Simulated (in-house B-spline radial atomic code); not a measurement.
# PBEsol excitations of Ge2+

Method: PBEsol. Computed with a B-spline radial code for spherical atoms: linear response of the closed shell [Ar] 3d10 4s2 with the functional's adiabatic kernel; scalar-relativistic (spin-free one-electron X2C), finite nucleus, no spin-orbit coupling, no double excitations, S, P, D and F terms only; shells from n = 2 respond. Only terms of natural parity with L up to 3 were computed.

Command:
```bash
python run_td.py task.json out
```
Settings (radii: box in bohr, nucleus in fm):
```
Z                        32
electrons                30
configuration            [Ar] 3d10 4s2
hamiltonian              x2c
method                   pbesol
box_radius               29.48
rms_radius               4.0742
intervals                73
```

Run time, properties included: 1.7 s on 1 thread of Arm Neoverse N1, on a shared host.

The lowest states, in the order of their Tamm-Dancoff energies; the method's threshold (minus the highest occupied level) is 29.272 eV. Labels give the largest channel, * marks a mixed state, and oscillator strengths are full-response dipole values. Semilocal kernels can invert the small singlet-triplet splittings of Rydberg terms. Energies in eV:

```tsv
state	full response	Tamm-Dancoff	oscillator strength
4s → 4p 3P	7.927	8.078	-
4s → 4p 1P	11.606	12.091	1.64
4s → 5s 3S	?	?	-
4s → 4d 3D	19.618	19.649	-
4s → 5s 1S	19.914	19.938	-
4s → 4d 1D	20.246	20.257	-
4s → 5p 3P	?	?	-
4s → 5p 1P	22.151	22.200	0.00144
4s → 6s 3S	24.649	24.650	-
4s → 6s 1S	24.788	24.794	-
```

Task: Where does 4s → 5p 3P lie?

Result: At 21.814 eV in full response, 21.823 eV in Tamm-Dancoff.

Task: Where does 4s → 5s 3S lie?

Result: At 19.313 eV in full response, 19.319 eV in Tamm-Dancoff.

Task: How large is the singlet-triplet splitting of 4s → 4p (P terms) in Tamm-Dancoff?

Result: 4.01 eV, from the unrounded values.

Task: What polarisabilities and dispersion coefficient does the method give?

Result: Dipole 10.22 bohr³, quadrupole 29.93 bohr⁵, C6 39.89 hartree·bohr⁶ for two such species.
